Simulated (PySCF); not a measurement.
Two species compared at the same levels of theory.

First species: C₅H₁₂OSi₃.
SMILES: `C#C[SiH2][Si@H]1C[C@H](O[SiH3])C1`

Second species: C8H6ClFOS.
SMILES: `S(c1c(F)cc(cc1)C(=O)Cl)C`

Levels: PBE0/pcSseg-1 for dipole moment, HOMO energy, LUMO energy and HOMO–LUMO gap; GFN2-xTB for rotational constant A and rotational constant C. Geometries: GFN2-xTB. All species are isolated and taken at one optimised geometry, non-relativistic unless stated; the electronic structure was computed with PySCF and density fitting.

Dipoles, sizes and rotational constants follow the conformer. The torsions of the flexible species, by atom-mapped SMILES:
- `[CH:1]#[C:2][SiH2:3][Si@H:4]1[CH2:5][C@H:6]([O:7][SiH3:8])[CH2:9]1`: C2–Si3–Si4–C5 -50°, C5–C6–O7–Si8 -179°
- `[CH3:1][S:2][c:3]1[cH:4][cH:5][c:6]([C:7](=[O:8])[Cl:9])[cH:10][c:11]1[F:12]`: C1–S2–C3–C4 -179°, C5–C6–C7–O8 179°

Q: Which of the two has the higher rotational constant A, and by how much?

A: The second: 1.910 GHz against 1.707 GHz, a difference of 0.203 GHz.

Q: Which has the higher dipole moment?

A: The second: 4.33 D against 0.75 D, a difference of 3.58 D.

Q: Which of the two has the higher LUMO energy, and by how much?

A: The first: -0.44 eV against -2.35 eV, a difference of 1.91 eV.

Q: Which has the higher rotational constant C?

A: The first: 0.418 GHz against 0.290 GHz, a difference of 0.128 GHz.

Q: Which of the two has the higher HOMO–LUMO gap, and by how much?

A: The first: 7.25 eV against 4.48 eV, a difference of 2.77 eV.

Q: Which has the higher HOMO energy?

A: The second: -6.83 eV against -7.69 eV, a difference of 0.86 eV.

On the first: The dipole matches unit charges of opposite sign 0.16 Å apart (1 e·Å = 4.8032 D).

On the second: In atomic units the dipole is 1.70 e·bohr (1 au = 2.5417 D).
